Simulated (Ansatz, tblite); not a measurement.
Cost and result up the ladder for the cluster Na5H5 (10 atoms). Total charge 0; singlet. Geometry: PBE0-D4/def2-SVP.

```xyz
10

Na    2.805   -1.507    0.457
Na   -3.167   -0.290    0.294
Na   -1.354    2.727   -1.034
Na    2.327    1.961   -0.922
Na   -0.611   -2.892    1.205
H     0.635    3.019   -1.262
H    -2.918    1.569   -0.475
H     1.411   -2.840    1.072
H    -2.432   -2.048    0.966
H     3.303    0.301   -0.302
```

Ansatz on 4 threads of Arm Neoverse V1 on a shared host; xTB runs through tblite on one thread. Times are rough, summed over both states, and most runs start from the orbitals of an earlier one. PBE0-D4/def2-TZVP serves as the yardstick here, not as an exact answer. Differences are given only for rows in sets of like size (and for xTB, whose basis is part of the method), since another set adds its own error. The other state is a doublet.

The xTB rows come from tblite. Correlated methods freeze 5 core orbitals; core or outer-core shells of Na are correlated, in sets that lack core-valence functions. The rows differ in basis, and correlated rows in double-zeta sets carry the largest basis error. In CCSD on the charge 1 doublet the largest single amplitude is 0.41, so its Hartree–Fock determinant may place the open shell otherwise than the density functionals do. The structure comes from a short search, and lower isomers may exist.

Run but left out: HF/def2-SVP, MP2/def2-SVP (charge +1 doublet: a determinant that CCSD turns far, T1 0.052); PBE-D4/def2-TZVP, r2SCAN-D4/def2-TZVP (charge +1 doublet: an occupied level 0.22 to 0.24 eV above an empty one).

Correlated methods converge slowly with the basis, most of all in double-zeta sets.

Raw xTB energies of ions are shifted by several eV.

```tsv
level	functions	wall time	vertical IE (eV)	difference from PBE0-D4/def2-TZVP (eV)	remarks
GFN1-xTB	30	0.008 s	12.16	4.96	–
GFN2-xTB	25	0.008 s	11.00	3.80	–
PBE0-D4/def2-TZVP	190	13 s	7.20	0.00	–
CCSD(T)/def2-SVP	100	88 s	7.77	–	large T1 (0.052) (+1 doublet)
```
